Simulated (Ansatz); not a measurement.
CH7NSSi (`NCS[SiH3]`). Charge 0, multiplicity 1. The structure was optimised at the PBE0-D4/def2-TZVP level. It is one conformer, not always the lowest.

```xyz
11

N     0.511    1.657    1.409
C    -0.208    0.844    0.465
S     0.982    0.259   -0.801
Si    0.009   -1.540   -1.375
H    -0.124    2.176    2.001
H     1.117    1.095    1.993
H    -0.960    1.460   -0.030
H    -0.710   -0.036    0.891
H    -0.205   -2.422   -0.195
H     0.905   -2.199   -2.356
H    -1.317   -1.292   -2.002
```

**Question.** What is the dipole moment at PBE/def2-TZVPP? (Estimate.)

**Answer.** Computed: 2.42 D, with components (-1.56, -0.21, 1.83) D in this frame, pointing from negative to positive charge.

**Question.** And with r2SCAN, B3LYP, ωB97M-V? (An estimate is asked.)

**Answer.** Computed: r2SCAN 2.50 D, B3LYP 2.44 D, ωB97M-V 2.44 D.

**Question.** Give the Mulliken charges with PBE, B3LYP, ωB97M-V in def2-TZVPP. (Estimate.)

**Answer.** The calculation gave: 
```tsv
atom	PBE	B3LYP	ωB97M-V
N1	-0.32	-0.32	-0.28
C2	-0.07	-0.06	-0.14
S3	-0.19	-0.21	-0.16
Si4	0.21	0.28	0.14
H5	0.14	0.13	0.11
H6	0.15	0.14	0.12
H7	0.12	0.12	0.14
H8	0.11	0.10	0.13
H9	-0.05	-0.07	-0.03
H10	-0.04	-0.05	-0.01
H11	-0.05	-0.06	-0.03
```

B3LYP here is the variant with VWN-RPA as its local correlation; programs differ in this.
